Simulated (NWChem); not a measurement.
TiH2Cl2; SMILES [Cl][TiH2][Cl]

```xyz
5

Ti     0.0000     0.0000    -0.5974
Cl     1.8904     0.0000     0.4776
Cl    -1.8904     0.0000     0.4776
H      0.0000    -1.3463    -1.6030
H      0.0000     1.3463    -1.6030
```
Atoms are numbered in this order, from 1.

Results from NWChem. STO-3G and 3-21G are far too small for this property and stand as cheap habits. Coordinates come from a B3LYP/6-31G* (spherical d) optimisation. GIAO values for the isolated, static molecule; σ is the absolute isotropic shielding, δ = σ(reference) − σ with the isolated reference molecule computed at the same levels (1H: tetramethylsilane).

```json
[
 {"level": "LDA (Slater exchange, VWN5)/pcSseg-1", "σ Ti1 (ppm)": "-2110.1", "σ Cl2 (ppm)": "-148.2", "δ H4 (ppm)": "8.14", "relative time": "10"},
 {"level": "Hartree-Fock/STO-3G", "σ Ti1 (ppm)": "777.2", "σ Cl2 (ppm)": "974.5", "δ H4 (ppm)": "6.40", "relative time": "1"},
 {"level": "KT2/pcSseg-1", "σ Ti1 (ppm)": "-1838.0", "σ Cl2 (ppm)": "-15.9", "δ H4 (ppm)": "7.67", "relative time": "20"}
]
```

The last column is a rough cost ratio, cheapest run = 1.
